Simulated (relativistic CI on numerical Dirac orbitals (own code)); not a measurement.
One change at a time: Hg79+

Base calculation: Dirac-Coulomb-Breit CI, KLI orbitals optimised for each configuration, model QED.

Configuration list: 1s, 2s, 2p, 3s, 3p, 3d, 4s, 4p, 4d, 4f, 5s, 5p, 5d, 5f, 5g, 6s, 6p, 6d. Levels of other configurations are missing.

Variants: (1) QED terms removed; (2) non-relativistic limit. Shifts of the energy above 1s ²S1/2, in eV, for the lowest level and the first level of each name with at least 55 % of one term (blank where a level changes its place among those of its configuration and J or its character, or is not in the variant):

```
    Level     Base    Δ(1)     Δ(2)
 1s ²S1/2      0.0     0.0      0.0
2p ²P°1/2  71281.3  +158.3  -5981.9
 2s ²S1/2  71315.6  +132.6  -6015.2
2p ²P°3/2  73650.6  +156.8  -8351.2
3p ²P°1/2  85230.7  +161.4  -7837.4
 3s ²S1/2  85240.8  +153.8  -7847.3
 3d ²D3/2  85935.2  +162.6  -8541.9
3p ²P°3/2  85936.8  +160.9  -8543.6
 3d ²D5/2  86130.3  +162.2  -8737.0
4p ²P°1/2  90009.8  +162.1  -8383.6
 4s ²S1/2  90014.0  +158.9  -8387.7
 4d ²D3/2  90304.4  +162.5  -8678.3
4p ²P°3/2  90305.1  +161.9  -8678.9
4f ²F°5/2  90387.1  +162.6  -8760.9
 4d ²D5/2  90387.3  +162.4  -8761.2
4f ²F°7/2  90426.9  +162.5  -8800.8
5p ²P°1/2  92179.0  +162.3  -8593.7
 5s ²S1/2  92181.2  +160.7  -8595.8
 5d ²D3/2  92328.5  +162.5  -8743.2
5p ²P°3/2  92328.9  +162.2  -8743.5
5f ²F°5/2  92370.9  +162.6  -8785.6
 5d ²D5/2  92371.0  +162.4  -8785.7
```
